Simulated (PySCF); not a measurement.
Zero-point energy (kcal/mol) of eight halogen compounds: PBE-D3(BJ) beside PBE0-D3(BJ), computed with PySCF for isolated molecules in the bases named; differences from unrounded values. The eight are the first of their class met in an unordered collection, after screening for sound electronic states; none was chosen by its value. Each level has its own optimised geometry.

```csv
molecule,basis,PBE0-D3(BJ),PBE-D3(BJ),difference
"C₄H₇F, SMILES C=C[C@H](C)F",def2-SVP,63.53,61.36,-2.17
"C₅H₄F₂, SMILES C=C=C(F)/C=C\F",def2-SVP,46.98,45.13,-1.85
"C₂HBr₂Cl, SMILES Cl/C(Br)=C\Br",def2-SVP,14.97,14.31,-0.66
"C3H5Cl2F, SMILES C[C@@H](F)C(Cl)Cl",def2-SVP,49.28,47.45,-1.83
"C₃H₇Cl, SMILES CCCCl",def2-SVP,59.88,57.94,-1.94
"1,1-difluorobut-1-ene (C4H6F2), SMILES CCC=C(F)F",def2-SVP,59.13,57.08,-2.05
"C4H4F2, SMILES C=CC=C(F)F",def2-SVP,44.49,42.88,-1.61
"2-fluoro-3-methylbuta-1,3-diene (C5H7F), SMILES C(C(C)=C)(F)=C",def2-SVP,66.61,64.36,-2.25
```

PBE-D3(BJ) lies below PBE0-D3(BJ) in 8 and above it in 0 of the eight; the mean signed difference is -1.79 and the largest -2.25 kcal/mol.
